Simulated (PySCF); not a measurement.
**Rh⁺ (rhodium, charge +1) across methods**

[Kr] 4d7 5s1, 5s spin antiparallel (an excited configuration). Calculation: PySCF 2.14, in x2c-TZVPPall with one added diffuse shell each of s, p, d, f type (9s7p7d3f1g, 95 functions); the spin-free X2C one-electron Hamiltonian (Gaussian nucleus).

```
 method  E (hartree)  mean ε 4d α (eV)  mean ε 4d β (eV)  mean ε 5s β (eV)  Σ⟨r²⟩ (bohr²)   ⟨S²⟩
r2SCAN0     -4783.20           -19.762           -17.987           -12.970          41.09  3.006
   PW91     -4783.59           -17.575           -16.168           -12.173          41.25  3.003
   PBE0     -4782.89           -19.425           -17.795           -12.742          41.16  3.003
 r2SCAN     -4783.22           -17.946           -16.346           -12.297          41.14  3.006
    LDA     -4778.00           -17.662           -16.128           -12.428          41.14  3.002
  wB97X     -4783.36           -21.891           -20.260           -14.735          41.02  3.002
    PBE     -4782.81           -17.516           -16.082           -12.085          41.27  3.003
   BLYP     -4783.38           -17.309           -15.958           -12.126          41.35  3.002
```

(1) Estimate the same row for UHF.

With the s spin flipped the determinant is a mixture of two multiplicities, not a spectroscopic state.

Results:

(1) E (hartree) = -4780.87552; mean ε 4d α (eV) = -24.360; mean ε 4d β (eV) = -22.031; mean ε 5s β (eV) = -14.035; Σ⟨r²⟩ (bohr²) = 41.73; ⟨S²⟩ = 3.007.
